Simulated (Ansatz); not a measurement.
CH7AlSn can be A, `[CH3][AlH][SnH3]`, or B, `[CH3][SnH2][AlH2]`.

Isolated molecules relaxed with PBE0-D4/def2-TZVP in Ansatz; ΔE leaves out vibrations. CCSD(T)/CBS adds triple-zeta CCSD(T) − MP2 to the extrapolated MP2 energy (def2 sets, frozen cores). DFT in def2-TZVPP. B3LYP here is the variant with VWN-RPA as its local correlation; programs differ in this. def2 core potentials past Kr. For Sn outer-core shells are correlated without core-valence functions, which leaves a few kJ/mol of doubt a bond.

A:

```xyz
10

C    -0.889    1.798   -0.291
Al   -0.855   -0.151   -0.347
Sn    1.263   -1.553    0.452
H    -1.039    2.201   -1.299
H     0.021    2.241    0.118
H    -1.738    2.147    0.308
H    -2.126   -0.941   -0.888
H     0.890   -2.638    1.725
H     2.555   -0.582    1.022
H     1.918   -2.522   -0.801
```

B:

```xyz
10

C     0.1341    0.8091   -1.6220
Sn   -0.6220    0.4343    0.3574
Al    0.5814   -1.5658    1.6362
H    -0.4011    1.6477   -2.0674
H     1.1966    1.0480   -1.5765
H    -0.0026   -0.0731   -2.2474
H    -0.4751    1.8983    1.2455
H    -2.3113    0.1534    0.2170
H     1.8262   -2.3162    0.9899
H     0.0738   -2.0357    3.0674
```

Question: Which is lower in electronic energy at CCSD(T)/CBS, and by how much? (An estimate is asked.)

Answer: Computed: A, by 4.8 kcal/mol.

Question: Give E(B) − E(A) in kcal/mol with r2SCAN-D4, B3LYP-D4, BLYP-D4, B2PLYP, ωB97M-V, CCSD(T)/def2-TZVPP, LDA (SPW92). (Best estimate.)

Answer: The calculation gave: r2SCAN-D4 7.1, B3LYP-D4 6.1, BLYP-D4 6.0, B2PLYP 5.9, ωB97M-V 6.5, CCSD(T)/def2-TZVPP 5.3, LDA (SPW92) 8.0. None reverses the order clearly.

Largest T1 diagnostic: 0.013.

At CCSD(T), def2-SVP lies +1.1 kcal/mol from the extrapolated value and def2-TZVPP +0.4 kcal/mol. Leaving LDA and LC-ωPBE aside and taking each functional with its dispersion term where it has one, the values spread over 1.2 kcal/mol, from B2PLYP to r2SCAN-D4. LDA lies +1.3 kcal/mol from PBE without D4.
